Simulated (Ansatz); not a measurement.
Consider the formal exchange of groups at the Si–I bond: `C[Si](C)(F)I` + `CO[CH2][GaH2]` → `C[Si](C)(F)[GaH2]` + `COCI`.

Gas-phase electronic energies from Ansatz, PBE0-D4/def2-TZVP geometries. CCSD(T)/CBS is the MP2 limit (def2-TZVPP, def2-QZVPP) plus CCSD(T) − MP2 in def2-TZVPP, frozen cores. Functionals use def2-TZVPP. def2 core potentials past Kr. For Ga, I outer-core shells are correlated without core-valence functions, which leaves a few kJ/mol of doubt a bond. Scalar relativity is left out up to krypton. Each species was taken in one conformer, which may not be the lowest.

```json
{"level": "ωB97M-V", "ΔE (kJ/mol)": "104.0"}
{"level": "B2PLYP", "ΔE (kJ/mol)": "95.7"}
{"level": "CCSD(T)/def2-TZVPP", "ΔE (kJ/mol)": "97.8"}
{"level": "HF/CBS(def2)", "ΔE (kJ/mol)": "112.7"}
```

Problem. What does CCSD(T)/CBS give? (An estimate is asked.)

Solution. Ansatz gave: +100.2 kJ/mol. The listed levels differ from it by 3.8, -4.5, -2.4, 12.5 kJ/mol.

Largest T1 diagnostic among the species: 0.012.

In def2-TZVPP, CCSD(T) changes the Hartree–Fock value by −14.4 kJ/mol (the triples alone add −4.0 kJ/mol) and MP2 by −3.5 kJ/mol. From PBE to PBE0 (25 % exact exchange), in def2-TZVPP and without D4, ΔE moves by +12.7 kJ/mol.
